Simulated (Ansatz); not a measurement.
Mulliken charges of ClH$_{4}$O$_{2}$ScSi (`[OH][Sc]([Cl])[O][SiH3]`) from r2SCAN/def2-TZVPP in Ansatz (PBE0-D4/def2-TZVP geometry).

| atom | x (Å) | y (Å) | z (Å) | charge (e) |
| --- | --- | --- | --- | --- |
| O1 | 2.164 | 1.582 | 0.826 | -0.554 |
| Sc2 | 1.527 | -0.103 | 0.440 | 1.113 |
| Cl3 | 2.877 | -1.978 | 0.622 | -0.316 |
| O4 | -0.254 | -0.300 | -0.112 | -0.594 |
| Si5 | -1.814 | -0.400 | -0.585 | 0.402 |
| H6 | 2.417 | 2.483 | 1.007 | 0.206 |
| H7 | -2.050 | 0.484 | -1.759 | -0.088 |
| H8 | -2.155 | -1.797 | -0.963 | -0.081 |
| H9 | -2.711 | 0.029 | 0.523 | -0.088 |

Task: By hand: the dipole of these point charges (1 e Å = 4.8032 D).

Result: Σ q r = (0.105, 0.263, 0.061) e Å, of length 0.290 e Å = 1.39 D.

Task: How does the dipole of the full density compare? (Estimate.)

Result: The calculation gave: (-0.102, 0.584, 0.038) e Å, 2.85 D; the point charges give 0.49 times that, at 32° from its direction.

Point charges leave out the atoms' own dipoles, such as those of lone pairs, and Mulliken's split depends on the basis, so the two needn't agree.
